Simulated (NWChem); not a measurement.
Isomers of C2H6BFO, each optimised at B3LYP/6-31G* with NWChem, gas phase unless a solvent is named. Flexible species stand in one conformer each, which need not be the lowest. Pople sets run with spherical d functions. Relative energies count from the lowest isomer at each level and are electronic, without zero-point energy, on those geometries.

A: C(B(C)O)F
B: CCB(O)F
C: FB(CO)C

Task: Which isomer is lowest, and do the levels agree? Levels: B3LYP/6-31G*; PBE/def2-TZVP; B3LYP/def2-TZVP; r2SCAN/def2-TZVP; BLYP/def2-TZVP; TPSSh/def2-TZVP; Hartree-Fock/def2-TZVP.

Result: All put B lowest.
| quantity | A | B | C |
|---|---|---|---|
| relative energy, B3LYP/6-31G* (kcal/mol) | 43.5 | 0.0 | 44.6 |
| relative energy, PBE/def2-TZVP (kcal/mol) | 41.1 | 0.0 | 42.7 |
| relative energy, B3LYP/def2-TZVP (kcal/mol) | 42.2 | 0.0 | 43.3 |
| relative energy, r2SCAN/def2-TZVP (kcal/mol) | 43.2 | 0.0 | 44.7 |
| relative energy, BLYP/def2-TZVP (kcal/mol) | 40.6 | 0.0 | 42.3 |
| relative energy, TPSSh/def2-TZVP (kcal/mol) | 41.0 | 0.0 | 42.9 |
| relative energy, Hartree-Fock/def2-TZVP (kcal/mol) | 45.6 | 0.0 | 44.6 |
